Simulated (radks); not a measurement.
Fractional charge and spin in the 4s shell of bromine: the spin-up occupation runs from 0 to 1 and the spin-down occupation from 0 to 1; the fullest corner is Br, [Ar] 3d10 4p(up 2.5, down 2.5) 4s(up 1, down 1). Calculated with a radial shooting solver on a logarithmic mesh with Libxc functionals: non-relativistic Kohn-Sham, SCAN, spin-polarised, spherical densities, point nucleus; meta-GGA in the generalised Kohn-Sham scheme. Energy (eV) minus the two flat planes that join the four corners (they meet along the diagonal where the two added fractions sum to one electron); zero is where a piecewise linear energy would lie.

down \ up,0,0.25,0.5,0.75,1
0,0.000,-1.040,-1.387,-1.043,0.000
0.25,-1.040,-1.252,-0.793,0.347,-0.928
0.5,-1.387,-0.793,0.469,-0.708,-1.241
0.75,-1.043,0.347,-0.708,-1.135,-0.920
1,0.000,-0.928,-1.241,-0.920,0.000

Corners above the fullest one (they belong to Br+ and the next ion): (up 1, down 0) 25.143 eV, (up 0, down 1) 25.143 eV, (up 0, down 0) 62.656 eV. With half an added electron in each spin the energy lies 0.469 eV from the planes, and with half an added electron in spin up alone -1.387 eV. The planes are only a guide here: the flat-plane condition holds for ground states with one frontier orbital, while this shell lies below other occupied shells, so the corners above the fullest one are inner-hole states and not the ground states of those ions.
